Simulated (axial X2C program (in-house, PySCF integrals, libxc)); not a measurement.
## Photoelectron levels of CuGa by EOM-IP-CCSD

Calculated with an axial X2C code built on PySCF integrals: two-component X2C with atomic mean-field Coulomb and Gaunt terms, Gaussian nuclei, basis Ga dyall-cv3z, Cu dyall-cv3z with contracted cores.

R = 2.377 Å (near the PBE0 minimum at charge 0 of the determinant lowest at the starting distance; the state shown can have its own minimum elsewhere).

Hartree–Fock spinors of CuGa (one of each Kramers pair; a window near the gap, which can cut inner shells):

| ω | occupied | ε (eV) | character |
| --- | --- | --- | --- |
| 3/2 | yes | -13.11 | 100% Cu d |
| 1/2 | yes | -12.91 | 95% Cu d, 3% Ga s |
| 5/2 | yes | -12.76 | 100% Cu d |
| 3/2 | yes | -12.73 | 99% Cu d |
| 1/2 | yes | -11.67 | 45% Ga s, 36% Cu d, 11% Cu s |
| 1/2 | yes | -5.88 | 58% Ga p, 32% Cu s, 6% Ga s |
| 1/2 | no | 0.45 | 59% Ga p, 39% Cu p |
| 3/2 | no | 0.48 | 59% Ga p, 40% Cu p |
| 1/2 | no | 0.85 | 42% Cu p, 36% Cu s, 16% Ga p |
| 1/2 | no | 2.01 | 63% Cu p, 17% Cu s, 10% Ga p |
| 1/2 | no | 2.02 | 61% Cu p, 32% Ga p, 2% Ga d |
| 3/2 | no | 2.03 | 60% Cu p, 35% Ga p, 3% Ga d |

Vertical ionisation energies of CuGa to the states of CuGa⁺:

```json
{"Ω of CuGa⁺": "1/2", "vertical IE (eV)": "6.700", "above lowest (cm⁻¹)": "0", "ionised spinor": "58% Ga pσ, 31% Cu sσ, 7% Ga sσ", "one-hole weight": "0.96"}
{"Ω of CuGa⁺": "1/2", "vertical IE (eV)": "9.313", "above lowest (cm⁻¹)": "21076", "ionised spinor": "74% Cu dσ, 16% Cu dπ", "one-hole weight": "0.88"}
{"Ω of CuGa⁺": "5/2", "vertical IE (eV)": "9.366", "above lowest (cm⁻¹)": "21503", "ionised spinor": "100% Cu dδ", "one-hole weight": "0.89"}
{"Ω of CuGa⁺": "3/2", "vertical IE (eV)": "9.421", "above lowest (cm⁻¹)": "21952", "ionised spinor": "67% Cu dπ, 33% Cu dδ", "one-hole weight": "0.89"}
```

**Question.** How far does the lowest EOM-IP-CCSD energy lie from the Koopmans value −ε of the highest filled spinor?

**Answer.** 6.700 eV against 5.88 eV, a shift of 0.82 eV: relaxation of the final state lowers the energy and the loss of correlation raises it.

This point took 10 s on 1 thread of Arm Neoverse V2 (shared host).

Reference electrons by ω block (each with its −ω partner): 1/2: 20, 3/2: 8, 5/2: 2. 14 electrons of CuGa correlated (inner shells frozen), 92 natural virtual spinors (a truncated set); levels can be off by some tenths of an eV. Roots sought by Ω: (1/2: 4, 3/2: 3, 5/2: 1); rows need 60 % one-particle weight and stop where some Ω has no more roots. Missing are any skipped roots, higher Ω and states of a further excitation; these come out far too high here and may in truth be low or lowest. T1 of the reference 0.037 (Lee–Taylor). Number of frozen shells: Ga 3 s, 2 p, 1 d; Cu 3 s, 2 p. Large amplitudes in the reference (orbital relaxation or multireference character) lower the reliability.
